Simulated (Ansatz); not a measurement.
Born–Oppenheimer molecular dynamics of CH6O3Si (11 atoms, charge 0, multiplicity 1). It starts from a relaxed structure.

Computed with Ansatz, RKS B3LYP/STO-3G.

```yaml
ensemble: NVT, Langevin thermostat
time_step: 0.25 fs
steps_asked: 300
set_temperature: 3000 K
friction: 0.05 /fs
seed: 419936
```

First frame:

```xyz
11
Properties=species:S:1:pos:R:3
Si -0.042 -0.154 0.047
H 0.249 -0.264 1.468
O 1.338 0.062 -0.946
C 2.260 -1.067 -0.831
H 1.807 -2.041 -1.125
H 3.111 -0.873 -1.515
H 2.680 -1.189 0.195
O -0.971 1.261 -0.114
H -1.116 1.366 -1.120
O -0.817 -1.552 -0.564
H -1.492 -1.809 0.159
```

**Question.** How far do the bonds stretch over the last three quarters of this one trajectory? (Pairs bonded in most of those frames.)

**Answer.** 
```json
{"bond": "Si1–H2", "mean (Å)": "1.455", "spread (Å)": "0.064", "shortest": "1.33", "longest": "1.62"}
{"bond": "Si1–O3", "mean (Å)": "1.725", "spread (Å)": "0.138", "shortest": "1.56", "longest": "1.97"}
{"bond": "Si1–O8", "mean (Å)": "1.743", "spread (Å)": "0.095", "shortest": "1.57", "longest": "1.92"}
{"bond": "Si1–O10", "mean (Å)": "1.777", "spread (Å)": "0.100", "shortest": "1.61", "longest": "1.95"}
{"bond": "O3–C4", "mean (Å)": "1.463", "spread (Å)": "0.058", "shortest": "1.37", "longest": "1.55"}
{"bond": "C4–H5", "mean (Å)": "1.149", "spread (Å)": "0.104", "shortest": "0.97", "longest": "1.41"}
{"bond": "C4–H6", "mean (Å)": "1.131", "spread (Å)": "0.045", "shortest": "1.05", "longest": "1.23"}
{"bond": "C4–H7", "mean (Å)": "1.144", "spread (Å)": "0.089", "shortest": "0.96", "longest": "1.40"}
{"bond": "O8–H9", "mean (Å)": "1.049", "spread (Å)": "0.055", "shortest": "0.94", "longest": "1.20"}
{"bond": "O10–H11", "mean (Å)": "1.060", "spread (Å)": "0.085", "shortest": "0.85", "longest": "1.29"}
```

Mean temperature of the second half: 2652 K. The mean temperature of the second half is 12 % below the set value. A run of 0.075 ps of so small a system gives no equilibrium averages. Limits of this set-up: minimal basis.

The run took 9.3 min on 1 thread of Arm Neoverse V2, on a shared host, peak memory 0.097 GiB.
